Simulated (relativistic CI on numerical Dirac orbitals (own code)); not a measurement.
These numbers are calculated, not measured: Dirac-Coulomb-Breit CI, separate exchange-only KLI orbitals for each configuration, QED by a radiative potential, valence Slater integrals scaled by 0.85, P86 correlation estimate, and configurations built on the next ion tied to the tabulated ionisation energy (semi-empirical) (own radial code, finite nucleus).

Configuration list (outside the closed core [Kr] 4d10): 5s2 5p6, 5s2 5p5 5d, 5s2 5p5 6s, 5s2 5p5 6p, 5s2 5p5 6d, 5s2 5p5 7s, 5s2 5p5 5f, 5s2 5p5 6f, 5s2 5p4 4f2, 5s2 5p4 5d2, 5s2 5p5 4f, 5s 5p6 5d, 5s2 5p4 4f 5d, 5s 5p6 5f, 5s2 5p4 5f2, 5p6 4f2, 5s2 5p5 7p, 5p6 5d2, 5s 5p6 4f, 5s2 5p5 7d, 5s2 5p5 5g, 5s2 5p4 4f 5f, 5s2 5p5 7f, 5s2 5p4 4f 6s. Levels of other configurations are missing.

Configurations that consist of the next ion and one excited electron were tied to the tabulated ionisation energy; Rydberg ones are usually within 1,000 to 3,000 cm⁻¹ and the lowest ones within about 6,000 (9,000 in d shells), while levels on excited terms of the next ion carry the error of that term, and the other configurations can be misplaced by 10,000 cm⁻¹ or more. Rates follow the energies as ν³ (E1, M1) or ν⁵ (E2), so rates, branching and lifetimes can be off by large factors. The fine structure of a lone outer electron comes out too small, for d and f at times inverted, and misplaced configurations move strength between like terms. 43 of the 47 excited levels that our extract of the measured tables holds in this range could be paired (the sources list more); they are missed by 1899 cm⁻¹ on average and 4135 at most, and levels without a partner can miss by more.

Outline of the computed level scheme of La IV. Lowest level of each configuration: 5s2 5p6 1S_0 at 0.0000 eV; 5s2 5p5 4f 3D_1 at 17.9311 eV; 5s2 5p5 5d 3P°_0 at 19.1286 eV; 5s2 5p5 6s 3P°_2 at 24.8889 eV; 5s2 5p5 6p 3S_1 at 28.9128 eV; 5s2 5p5 6d 3P°_0 at 35.3314 eV.

Some strong electric-dipole decays among the lowest 45 levels: 5s2 5p5 5d 1P°_1 → 5s2 5p6 1S_0 (6.1e+10 s⁻¹); 5s2 5p5 6s 1P°_1 → 5s2 5p6 1S_0 (3.6e+09 s⁻¹); 5s2 5p5 6s 3P°_1 → 5s2 5p6 1S_0 (3.4e+09 s⁻¹); 5s2 5p5 5d 3D°_1 → 5s2 5p6 1S_0 (2.0e+09 s⁻¹); 5s2 5p5 6d 3P°_0 → 5s2 5p5 6p 3S_1 (1.5e+09 s⁻¹); 5s2 5p5 6d 3F°_4 → 5s2 5p5 6p 3D_3 (1.3e+09 s⁻¹); 5s2 5p5 6d 3F°_3 → 5s2 5p5 6p 3D_2 (1.2e+09 s⁻¹); 5s2 5p5 6p 3D_3 → 5s2 5p5 5d 3F°_4 (1.1e+09 s⁻¹).

Rates of lines that live on the mixing of spin multiplicities can be off by large factors.

LS names give the leading component of a level, which can be under half, so a name can repeat, a term be missing and a line seem to break the LS rules.
